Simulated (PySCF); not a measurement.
## Computed properties of InF2, SMILES [F][In+][F], charge +1

InF2, SMILES [F][In+][F], charge +1. The structure is a stationary point at PBE0-D3(BJ)/def2-TZVP. The multiplicity is an assumed one; other spin states were not compared. The isomer is the one that the SMILES or the coordinates give; other isomers of the formula were not compared. The def2 effective core potentials stand for the cores of In; spin–orbit coupling is left out. Other conformers were not sampled. All values are computed for the isolated molecule unless a solvent is named; none is compared with measurement here.

**Structure.** The optimised structure has D∞h symmetry. All 4 harmonic modes at PBE0-D3(BJ)/def2-TZVP (PySCF) are real, so it is a minimum. With heavy atoms numbered as in [In+:1]([F:2])[F:3], the shortest bond between them is In1–F2 at 1.842 Å and the longest In1–F3 at 1.842 Å.

**Vibrations.** The strongest infrared lines (harmonic, unscaled, degenerate partners summed) lie at 146 cm⁻¹ (63 km/mol, F 75 %, In 25 %), 784 cm⁻¹ (62 km/mol, F 75 %, In 25 %). The softest mode is at 146 cm⁻¹ and the zero-point energy is 2.5 kcal/mol.

**Electronic structure.** r2SCAN/def2-TZVPD (PySCF) places the frontier levels at -16.49 and -11.27 eV, a gap of 5.22 eV and a mean polarisability of 23.6 bohr³. PBE/def2-TZVPD (PySCF) at the same geometry gives -16.10 and -11.55 eV, so its gap is 0.67 eV narrower. An orbital gap is neither the optical nor the fundamental gap.

**Excitations.** TDA-M06-2X/def2-SVPD (PySCF) has S1 at 5.90 eV (210 nm, f = 0.000, dark); the most intense of the 10 singlets computed lies at 8.14 eV (f = 0.19). Strengths of degenerate partners are summed. T1 (TDA) is at 5.43 eV, 0.47 eV under S1. TDA-PBE/def2-SVPD (PySCF) puts S1 at 4.72 eV. No vertical singlet excitation falls in the visible range (under 3.1 eV).
